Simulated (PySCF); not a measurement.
## Deuteron quadrupole couplings in `CN[SiH2][C@@H](F)[C@@H](C)F`

Species: C₄H₁₁F₂NSi.
Z-matrix (Å and degrees, GFN2-xTB geometry), rows numbered from 1:
```
C 
N   1  1.4414
Si  2  1.7074  1  123.58
C   3  1.9223  2  103.28  1   177.14
F   4  1.3874  3  111.37  2    40.28
C   4  1.5256  3  114.06  2   162.98
C   6  1.5176  4  113.73  3   -69.05
F   6  1.3851  4  107.00  3    52.08
H   1  1.0868  2  108.72  3    29.11
H   1  1.0949  2  112.26  3   -90.41
H   1  1.0911  2  110.45  3   148.37
H   2  1.0086  1  112.46  3   158.56
H   3  1.4652  2  107.19  1   -63.30
H   3  1.4696  2  117.37  1    60.97
H   4  1.0970  3  109.53  2   -75.55
H   6  1.0997  4  110.62  3   166.70
H   7  1.0873  6  109.98  4  -177.93
H   7  1.0855  6  110.31  4    61.94
H   7  1.0859  6  109.03  4   -58.14
```

Level: PBE0/pcSseg-1 (PySCF, non-relativistic); Q(2H) = 0.00286 b; rigid geometry, the same for H and D, with no vibrational averaging.

Question: Rank these positions by the coupling χzz of a deuteron there, largest first.
A. H13 (Si–H hydrogen)
B. H16 (methine hydrogen)
C. H15 (methine hydrogen)
D. H9 (methyl hydrogen)
E. H10 (methyl hydrogen)
F. H12 (N–H hydrogen)

Answer: F (283 kHz), D (209 kHz), E (200 kHz), C (193 kHz), B (186 kHz), A (107 kHz).

Q: Give the electric field gradient Vzz (the principal value of largest size), its asymmetry and the 2H coupling at each hydrogen.

A: 
```csv
atom,bonded to,bond length (Å),Vzz (au),η,χzz (kHz)
H9,C1,1.087,0.3103,0.08,209
H10,C1,1.095,0.2970,0.04,200
H11,C1,1.091,0.3044,0.05,205
H12,N2,1.009,0.4210,0.19,283
H13,Si3,1.465,0.1593,0.06,107
H14,Si3,1.470,0.1550,0.01,104
H15,C4,1.097,0.2875,0.08,193
H16,C6,1.100,0.2775,0.05,186
H17,C7,1.087,0.3146,0.03,211
H18,C7,1.085,0.3146,0.04,211
H19,C7,1.086,0.3140,0.03,211
```

Q: Average by the element that carries the hydrogen.

A: on C: 203 kHz over 8 positions, mean bond length 1.091 Å; on N: 283 kHz over 1 position, mean bond length 1.009 Å; on Si: 106 kHz over 2 positions, mean bond length 1.467 Å.

Q: How does χzz go with the bond length over the 8 C–H bonds?

A: A straight-line fit has a slope of -16.7 kHz for each 0.01 Å, with a correlation coefficient of -0.98, over lengths from 1.085 to 1.100 Å. The longer bonds have the smaller couplings here.

One conformer (not necessarily the lowest) at the GFN2-xTB geometry, without solvent, vibrations or thermal averaging. GFN2-xTB frequencies show an imaginary mode (38i cm⁻¹), so this geometry is no minimum at that level. GFN2-xTB bond lengths can be off by several hundredths of an ångström, more for odd bonds, and the gradients follow them. A larger basis could move these couplings by a tenth or more.

The run behind these numbers computed NMR shieldings as well. The run took 1.9 min of wall time (grids of density and orbitals included) on one thread of an Intel Xeon at 2.50 GHz, shared host with 64 logical CPUs at a one-minute load of 59, and the process peaked at 0.87 GiB of memory.
